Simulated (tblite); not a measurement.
Record of a relaxation.

C₆H₁₂BNO.
Atom-mapped SMILES: `[CH3:1]/[CH:2]=[CH:3]/[N:4]([CH:5]=[O:6])[B:7]([CH3:8])[CH3:9]` (hydrogens: H10, H11, H12 on C1; H13 on C2; H14 on C3; H15 on C5; H16, H17, H18 on C8; H19, H20, H21 on C9)

Computed with GFN2-xTB (tblite), gas phase: L-BFGS steps from a force-field or distance-geometry start until the largest atomic force falls under 0.01 eV/Å. 8 of its 170 geometries are shown.

Step 0: E = -738.3337 eV, largest atomic force 5.640 eV/Å
```
atom  x, y, z in Å  |  force x, y, z in eV/Å
C1      3.042    1.102   -0.298    0.738   0.712  -1.525
C2      1.906    0.323   -0.886   -0.733  -0.139   2.304
C3      0.976   -0.067    0.002   -0.316  -0.013  -1.620
N4     -0.167   -0.809   -0.396    0.800  -2.451  -0.971
C5      0.067   -2.097   -0.968   -5.581   0.811   0.014
O6     -0.990   -2.739   -1.311    3.656   1.644   0.895
B7     -1.588   -0.268   -0.183    1.856   0.521   1.425
C8     -2.233   -0.642    1.223   -1.435  -1.388  -0.672
C9     -1.907    1.180   -0.737    0.462   0.231  -0.563
H10     2.719    2.082    0.119    0.160  -0.777  -0.242
H11     3.711    1.301   -1.164    0.008   0.149   0.815
H12     3.591    0.542    0.455   -0.109   0.086  -0.039
H13     1.838    0.064   -1.916    0.115   0.049  -0.340
H14     1.076    0.212    1.038   -0.272  -0.005   0.120
H15     1.056   -2.493   -1.131    0.294   0.283   0.216
H16    -1.612   -0.275    2.060   -0.528  -0.215  -0.545
H17    -3.287   -0.231    1.259    1.237  -0.379   0.425
H18    -2.338   -1.774    1.310    0.228   1.376   0.196
H19    -0.958    1.769   -0.890   -0.940  -0.512   0.310
H20    -2.344    1.135   -1.758   -0.069   0.199   0.790
H21    -2.568    1.702   -0.008    0.428  -0.182  -0.991
```

Step 24: E = -739.4737 eV, largest atomic force 0.200 eV/Å
```
atom  x, y, z in Å  |  force x, y, z in eV/Å
C1      3.114    1.088   -0.400    0.168   0.058   0.076
C2      1.949    0.272   -0.855    0.018   0.070  -0.024
C3      0.948    0.000   -0.031   -0.016   0.078   0.001
N4     -0.193   -0.768   -0.303   -0.030   0.029  -0.089
C5     -0.088   -1.967   -0.922    0.151   0.017  -0.016
O6     -1.010   -2.670   -1.259   -0.017   0.034   0.048
B7     -1.468   -0.111    0.077    0.039  -0.150   0.116
C8     -2.314   -0.775    1.219   -0.131  -0.076   0.073
C9     -1.813    1.220   -0.681   -0.037   0.037  -0.041
H10     2.792    2.031    0.039   -0.061  -0.002  -0.038
H11     3.792    1.301   -1.217    0.035   0.015  -0.101
H12     3.667    0.555    0.370    0.087  -0.051   0.032
H13     1.953   -0.071   -1.877   -0.022  -0.135  -0.033
H14     0.958    0.414    0.969   -0.012   0.040   0.070
H15     0.974   -2.252   -1.112   -0.174   0.068   0.070
H16    -1.893   -0.527    2.200    0.026  -0.020  -0.197
H17    -3.353   -0.461    1.248   -0.037   0.025  -0.042
H18    -2.286   -1.861    1.143   -0.014   0.016   0.014
H19    -0.935    1.801   -0.954    0.043   0.017   0.007
H20    -2.272    0.917   -1.622   -0.011  -0.049  -0.119
H21    -2.531    1.882   -0.209   -0.006  -0.022   0.192
```

Step 48: E = -739.6457 eV, largest atomic force 0.181 eV/Å
```
atom  x, y, z in Å  |  force x, y, z in eV/Å
C1      3.304    1.048   -0.548   -0.018  -0.049   0.033
C2      2.110    0.166   -0.748   -0.024  -0.042  -0.053
C3      0.965    0.233   -0.074    0.082   0.038  -0.044
N4     -0.155   -0.615   -0.207   -0.005   0.059  -0.020
C5     -0.016   -1.866   -0.727    0.016   0.003   0.022
O6     -0.924   -2.606   -1.016    0.007  -0.039   0.041
B7     -1.504   -0.106    0.113    0.010   0.017   0.037
C8     -2.494   -0.942    1.016    0.008   0.000  -0.059
C9     -1.925    1.285   -0.498    0.052  -0.022   0.017
H10     3.053    1.983   -0.052   -0.060  -0.056  -0.017
H11     3.773    1.261   -1.512   -0.130   0.045   0.118
H12     4.054    0.533    0.059   -0.059  -0.002  -0.002
H13     2.256   -0.588   -1.506   -0.039  -0.071  -0.082
H14     0.832    0.998    0.681   -0.054   0.012  -0.043
H15     1.035   -2.156   -0.900    0.043   0.001   0.080
H16    -2.208   -0.839    2.063    0.075   0.055   0.016
H17    -3.526   -0.603    0.946    0.048  -0.003  -0.050
H18    -2.474   -2.009    0.813    0.034   0.012  -0.087
H19    -1.093    1.929   -0.773    0.016   0.016   0.026
H20    -2.456    1.059   -1.427    0.001   0.018   0.050
H21    -2.617    1.850    0.120    0.000   0.009   0.019
```

Step 72: E = -739.7404 eV, largest atomic force 0.071 eV/Å
```
atom  x, y, z in Å  |  force x, y, z in eV/Å
C1      3.265    1.020   -0.594    0.017   0.005   0.002
C2      2.121    0.087   -0.817    0.011   0.022   0.014
C3      0.932    0.269   -0.254   -0.031   0.002   0.034
N4     -0.180   -0.593   -0.299   -0.008  -0.014   0.069
C5      0.053   -1.926   -0.509    0.045  -0.013  -0.032
O6     -0.777   -2.759   -0.764    0.013  -0.020   0.017
B7     -1.508   -0.086    0.023   -0.018   0.057  -0.010
C8     -2.517   -0.985    0.835   -0.018   0.002  -0.031
C9     -1.911    1.388   -0.368    0.003   0.052  -0.012
H10     2.972    1.857    0.036    0.002  -0.008  -0.039
H11     3.641    1.401   -1.543   -0.022   0.006  -0.001
H12     4.086    0.492   -0.107   -0.014   0.004  -0.014
H13     2.338   -0.760   -1.451   -0.047  -0.007  -0.014
H14     0.763    1.155    0.342   -0.004  -0.017   0.019
H15     1.125   -2.186   -0.441    0.039  -0.006   0.000
H16    -2.238   -0.925    1.889   -0.013  -0.030  -0.008
H17    -3.550   -0.655    0.766    0.001   0.038  -0.026
H18    -2.479   -2.033    0.560   -0.014  -0.036   0.019
H19    -1.087    2.059   -0.595    0.029  -0.013  -0.032
H20    -2.522    1.330   -1.272    0.027   0.006   0.053
H21    -2.535    1.867    0.385    0.002  -0.032  -0.008
```

Step 97: E = -739.8249 eV, largest atomic force 0.189 eV/Å
```
atom  x, y, z in Å  |  force x, y, z in eV/Å
C1      3.186    1.072   -0.816   -0.045  -0.023   0.001
C2      2.038    0.124   -0.849   -0.175   0.020   0.068
C3      0.966    0.261   -0.077   -0.018   0.033   0.028
N4     -0.129   -0.634   -0.023   -0.009  -0.008  -0.030
C5      0.208   -1.965   -0.066   -0.111   0.014   0.015
O6     -0.542   -2.895   -0.193    0.036   0.013   0.048
B7     -1.484   -0.124    0.066    0.048  -0.042  -0.041
C8     -2.710   -1.032    0.474    0.056  -0.004  -0.055
C9     -1.740    1.411   -0.226    0.047  -0.103  -0.033
H10     2.998    1.886   -0.122    0.014   0.040  -0.004
H11     3.354    1.476   -1.811    0.064   0.063  -0.029
H12     4.089    0.550   -0.507    0.077  -0.010  -0.009
H13     2.122   -0.684   -1.563   -0.047  -0.033   0.040
H14     0.886    1.101    0.600    0.012  -0.033  -0.013
H15     1.304   -2.103    0.028   -0.030  -0.077  -0.017
H16    -2.689   -1.249    1.542    0.063   0.017   0.031
H17    -3.666   -0.554    0.269    0.024   0.008   0.007
H18    -2.705   -2.001   -0.015    0.035  -0.022  -0.057
H19    -0.873    1.952   -0.591    0.006   0.065   0.011
H20    -2.525    1.523   -0.972   -0.031   0.004   0.053
H21    -2.100    1.903    0.675   -0.016   0.077  -0.013
```

Step 121: E = -739.8610 eV, largest atomic force 0.027 eV/Å
```
atom  x, y, z in Å  |  force x, y, z in eV/Å
C1      3.124    1.078   -0.930    0.002  -0.006   0.013
C2      1.979    0.129   -0.833   -0.006  -0.004   0.003
C3      0.976    0.268    0.021   -0.008   0.005  -0.013
N4     -0.118   -0.628    0.119    0.001   0.012   0.013
C5      0.203   -1.955    0.240    0.015   0.003  -0.005
O6     -0.561   -2.878    0.331   -0.001  -0.007  -0.013
B7     -1.465   -0.114    0.054   -0.005  -0.001  -0.004
C8     -2.701   -1.075    0.201    0.004  -0.002   0.001
C9     -1.676    1.442   -0.149    0.013   0.001   0.007
H10     3.042    1.868   -0.188   -0.006   0.004  -0.001
H11     3.148    1.526   -1.923    0.019   0.005  -0.005
H12     4.067    0.553   -0.782    0.009  -0.011  -0.004
H13     1.991   -0.700   -1.529   -0.002   0.002  -0.002
H14     0.938    1.104    0.705   -0.009   0.002   0.006
H15     1.301   -2.108    0.262    0.006  -0.004   0.014
H16    -2.732   -1.509    1.200    0.000  -0.010  -0.001
H17    -3.652   -0.578    0.024    0.002   0.004   0.020
H18    -2.631   -1.927   -0.471   -0.009   0.007  -0.013
H19    -0.845    1.953   -0.628   -0.010  -0.014  -0.016
H20    -2.573    1.655   -0.725   -0.026  -0.002  -0.007
H21    -1.824    1.913    0.824    0.009   0.015   0.007
```

Step 145: E = -739.8753 eV, largest atomic force 0.028 eV/Å
```
atom  x, y, z in Å  |  force x, y, z in eV/Å
C1      3.163    1.045   -0.895    0.012   0.002   0.007
C2      1.984    0.138   -0.809   -0.002  -0.009   0.003
C3      0.952    0.319    0.003    0.010  -0.003  -0.015
N4     -0.131   -0.589    0.097   -0.001  -0.013  -0.001
C5      0.215   -1.911    0.228   -0.017  -0.002  -0.002
O6     -0.528   -2.854    0.211    0.022  -0.001   0.010
B7     -1.490   -0.108    0.044   -0.008   0.000   0.013
C8     -2.697   -1.097    0.240    0.002   0.002   0.009
C9     -1.726    1.438   -0.198    0.003  -0.001   0.001
H10     3.094    1.850   -0.168   -0.014   0.015  -0.008
H11     3.235    1.473   -1.895   -0.002   0.000   0.013
H12     4.079    0.483   -0.713   -0.006   0.015   0.000
H13     2.001   -0.718   -1.471    0.012  -0.008  -0.001
H14     0.882    1.182    0.650    0.007   0.003  -0.003
H15     1.309   -2.033    0.367   -0.020  -0.015  -0.012
H16    -2.578   -1.712    1.130    0.007   0.000  -0.008
H17    -3.658   -0.592    0.302   -0.002   0.010  -0.011
H18    -2.745   -1.806   -0.586   -0.008   0.009   0.005
H19    -0.988    1.891   -0.857   -0.003  -0.003   0.002
H20    -2.711    1.645   -0.608   -0.013  -0.007  -0.006
H21    -1.673    1.973    0.751    0.021   0.006   0.003
```

Step 169: E = -739.8807 eV, largest atomic force 0.008 eV/Å
```
atom  x, y, z in Å  |  force x, y, z in eV/Å
C1      3.159    1.074   -0.854    0.000  -0.002  -0.002
C2      2.013    0.122   -0.801    0.000  -0.004   0.007
C3      0.946    0.297   -0.034    0.006   0.001   0.002
N4     -0.134   -0.612    0.059    0.003   0.001   0.000
C5      0.202   -1.938    0.172   -0.006   0.001  -0.001
O6     -0.553   -2.873    0.169    0.000  -0.001  -0.006
B7     -1.490   -0.117    0.043    0.003   0.000  -0.003
C8     -2.705   -1.082    0.296    0.003   0.004  -0.001
C9     -1.714    1.426   -0.228   -0.004  -0.002   0.004
H10     3.009    1.907   -0.172   -0.003   0.004  -0.005
H11     3.279    1.462   -1.865    0.000   0.000  -0.002
H12     4.085    0.564   -0.588   -0.001   0.000   0.002
H13     2.091   -0.745   -1.443   -0.003   0.000   0.000
H14     0.846    1.178    0.584   -0.003   0.002  -0.001
H15     1.296   -2.077    0.280   -0.001   0.000   0.005
H16    -2.541   -1.739    1.147   -0.001   0.003  -0.003
H17    -3.642   -0.551    0.446   -0.003  -0.004  -0.001
H18    -2.840   -1.751   -0.554    0.006   0.001   0.001
H19    -1.027    1.835   -0.966   -0.005  -0.005   0.003
H20    -2.727    1.641   -0.559    0.005   0.002   0.004
H21    -1.563    1.996    0.690    0.004  -0.001  -0.004
```

**Question.** Summarise the path.

**Answer.** The energy falls by 149.26 kJ/mol from step 0 to step 169; nine tenths of that is first reached at step 64. It rises by more than 0.2 meV at step 45. The largest force goes from 5.640 to 0.008 eV/Å. Among the bonds N4–B7 changes most, from 1.535 to 1.444 Å; the atoms move by 1.081 Å rms after alignment.

**Question.** Follow the three bonds and two angles with the largest change from start to end.

**Answer.** 
```
step  E above end (kJ/mol)  largest force (eV/Å)  N4–B7 (Å)  C5=O6 (Å)  N4–C5 (Å)  N4–C5–O6 (°)  N4–C5–H15 (°)
   0                149.26                 5.640      1.535      1.283      1.428         115.1          122.8
   7                 51.71                 0.414      1.484      1.206      1.351         125.8          111.8
  15                 45.04                 0.165      1.480      1.207      1.351         125.7          111.9
  22                 40.91                 0.211      1.482      1.207      1.351         125.8          113.0
  29                 36.58                 0.187      1.479      1.208      1.351         125.4          112.8
  37                 32.17                 0.207      1.474      1.208      1.351         123.9          113.0
  44                 25.71                 0.280      1.485      1.209      1.367         125.7          113.7
  51                 20.66                 0.198      1.472      1.207      1.364         125.3          113.1
  59                 16.32                 0.146      1.459      1.206      1.369         125.6          112.5
  66                 14.28                 0.122      1.458      1.203      1.370         126.1          112.9
  73                 13.43                 0.079      1.457      1.203      1.369         126.2          112.6
  81                 11.69                 0.117      1.454      1.204      1.371         126.1          112.9
  88                  9.32                 0.160      1.453      1.204      1.376         126.9          111.5
  96                  5.83                 0.209      1.451      1.202      1.378         127.2          110.9
 103                  4.22                 0.081      1.444      1.202      1.373         127.0          111.4
 110                  3.21                 0.097      1.444      1.201      1.373         126.8          111.8
 118                  1.97                 0.044      1.443      1.202      1.371         127.0          111.5
 125                  1.80                 0.045      1.443      1.201      1.371         126.9          111.5
 132                  1.40                 0.065      1.443      1.202      1.372         127.0          111.6
 140                  0.64                 0.051      1.443      1.201      1.372         127.0          111.6
 147                  0.49                 0.028      1.442      1.201      1.372         126.8          111.6
 154                  0.32                 0.043      1.442      1.202      1.373         127.1          111.4
 162                  0.07                 0.031      1.444      1.202      1.372         126.8          111.6
 169                  0.00                 0.008      1.444      1.202      1.372         126.7          111.7
```

The cost below is that of the whole relaxation. Hardware: one thread, Arm Neoverse V1 (aarch64), no GPU, on a shared host. Cost: 1.3 s wall.
